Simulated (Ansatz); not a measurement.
Ag₂H, relaxed as a doublet with UKS r2SCAN-D4/def2-TZVP in Ansatz, starting from the GFN2-xTB geometry. Force threshold 0.02 eV/Å.

In the def2 sets Ag takes a core potential; there is no spin–orbit coupling. The structure comes from a short search, and lower isomers may exist.

Start:

```xyz
3

Ag   -0.510    0.526    1.249
Ag    0.548    0.002   -1.342
H    -0.038   -0.528    0.093
```

| step | energy (eV) | largest force component (eV/Å) | SCF passes |
| --- | --- | --- | --- |
| 1 | -8017.9719 | 0.690 | 31 |
| 2 | -8018.0163 | 0.134 | 35 |
| 3 | -8018.0183 | 0.013 | 36 |

Force components are those of the run's own axes.

End:

Cartesian coordinates in Å:
```
Ag -0.533 0.545 1.304
Ag 0.572 -0.002 -1.399
H -0.039 -0.544 0.095
```

By distances, no bond broke or formed. The bond that changes most is Ag1–H3, from 1.63 to 1.70 Å (atoms count from 1).

No frequencies were taken in this run, so the end may be a saddle point.

It took 9.5 s on 4 threads of Arm Neoverse V2 on a shared host.
